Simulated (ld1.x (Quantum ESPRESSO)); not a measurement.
Scattering properties, TM semilocal potential for terbium

- Element: Tb
- Generator: ld1.x (Quantum ESPRESSO) 7.5
- Type: norm-conserving Troullier–Martins (semilocal form)
- Functional: PBE
- Relativity: scalar-relativistic
- Frozen core: [Xe] 4f8
- Valence charge: 3
- Reference configuration: 5d2 6s1 6p0
- Partial waves: 6s (bound): rc 3.20 bohr; 5d (bound): rc 2.05 bohr; 6p (bound, empty): rc 3.45 bohr
- Local potential: the p channel
- Core correction: none

The phase is arctan(r·u′/u) with u = r·R(r), unwrapped; energies in Ry, scanned from -2 to 5 Ry. A pole is an energy at which the radial function vanishes at the test radius. The pseudo phase is shifted by a multiple of π to meet the all-electron one at the reference energy, and phase errors are pseudo minus all-electron; the curves can meet again beyond the range given. Levels narrower than the energy grid can be missing from the lists of poles.

```csv
channel,radius (bohr),reference energy (Ry),"poles, all-electron","poles, pseudo",unbroken range about the reference energy with phases within 0.05 rad,phase error 1 Ry above the reference energy (rad)
s,3.74,-0.28,0.72,"0.67, 3.49",below 1.4,-0.013
p,3.74,-0.08,"-1.94, 1.55","1.15, 3.67",-1.8 to 0.3,-0.069
d,3.74,-0.12,"0.17, 3.15","0.17, 3.11",below 4.8,-0.002
```

Phases in the s channel:

| E (Ry) | all-electron | pseudo |
| --- | --- | --- |
| -2.00 | 1.348 | 1.346 |
| -1.76 | 1.326 | 1.324 |
| -1.52 | 1.297 | 1.295 |
| -1.28 | 1.255 | 1.253 |
| -1.04 | 1.189 | 1.186 |
| -0.80 | 1.067 | 1.064 |
| -0.56 | 0.778 | 0.775 |
| -0.32 | -0.102 | -0.103 |
| -0.08 | -1.031 | -1.034 |
| 0.16 | -1.343 | -1.349 |
| 0.40 | -1.476 | -1.484 |
| 0.64 | -1.552 | -1.563 |
| 0.88 | -1.606 | -1.623 |
| 1.12 | -1.652 | -1.679 |
| 1.36 | -1.697 | -1.744 |
| 1.60 | -1.748 | -1.840 |
| 1.84 | -1.815 | -2.042 |
| 2.08 | -1.921 | -2.771 |
| 2.32 | -2.132 | -4.066 |
| 2.56 | -2.693 | -4.431 |
| 2.80 | -3.726 | -4.561 |
| 3.04 | -4.228 | -4.631 |
| 3.28 | -4.418 | -4.679 |
| 3.52 | -4.514 | -4.717 |
| 3.76 | -4.572 | -4.753 |
| 4.00 | -4.611 | -4.792 |
| 4.24 | -4.641 | -4.842 |
| 4.48 | -4.664 | -4.921 |
| 4.72 | -4.684 | -5.097 |
| 4.96 | -4.701 | -5.825 |
